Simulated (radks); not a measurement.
Values are calculated unless marked as measured or tabulated.
Task: All-electron atom: S2- in [Ar]. Level of theory: scalar-relativistic Kohn-Sham, LDA (Slater exchange, Perdew-Wang correlation), spin-polarised, spherical densities, finite nucleus; Fermi nuclear charge, rms radius 3.2611 fm; Watson sphere of charge +2 and radius 2.21 bohr (a radial shooting solver on a logarithmic mesh with Libxc functionals). Some entries of the table are withheld. Estimate them.

orbital  occ.  eigenvalue (hartree)  <1/r> (bohr^-1)  r(max) (bohr)
1s          2             -87.94718              (1)        0.06348
2s          2                   (2)              (3)         0.3897
2p          6              -5.63491            2.950         0.3258
3s          2              -0.65576           0.7835          1.451
3p          6              -0.29791           0.6356          1.696

Result: 
(1) 1s <1/r> (bohr^-1): 15.62
(2) 2s eigenvalue (hartree): -7.63322
(3) 2s <1/r> (bohr^-1): 3.049
